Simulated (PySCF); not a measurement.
C3H10BeSi, SMILES [Be]([CH](C)C)[SiH3], singlet (GFN2-xTB optimised geometry):

```
15

Be    -0.110    -0.469    -1.524
C     -0.940    -1.535    -2.628
C     -2.370    -1.796    -2.114
C     -0.211    -2.890    -2.719
H     -1.066    -1.208    -3.669
H     -2.878    -2.529    -2.746
H     -2.363    -2.189    -1.098
H     -2.963    -0.883    -2.118
H      0.776    -2.776    -3.165
H     -0.778    -3.592    -3.334
H     -0.086    -3.341    -1.735
Si     0.889     0.742     0.000
H      0.610     2.189     0.000
H      2.363     0.742     0.000
H      0.611     0.405     1.408
```

Computed with PBE0/def2-TZVP (PySCF 2.14.0).

### Question
What are the frontier orbital energies and the dipole moment?

### Answer
HOMO-2 -9.25 eV, HOMO-1 -8.56 eV, HOMO -7.43 eV, LUMO -1.22 eV, LUMO+1 -1.16 eV; dipole moment 1.37 D.

On the same geometry PBE/def2-TZVP in PySCF 2.14.0 gives HOMO-2 -7.89 eV, HOMO-1 -7.35 eV, HOMO -6.21 eV, LUMO -2.02 eV, LUMO+1 -1.96 eV; dipole moment 1.33 D.

Meta-Löwdin charges at PBE0/def2-TZVP: Be1 1.07, C2 -0.64, C3 -0.35, C4 -0.35, H5 0.10, H6 0.11, H7 0.10, H8 0.11, H9 0.11, H10 0.11, H11 0.10, Si12 -0.28, H13 -0.07, H14 -0.07, H15 -0.07.
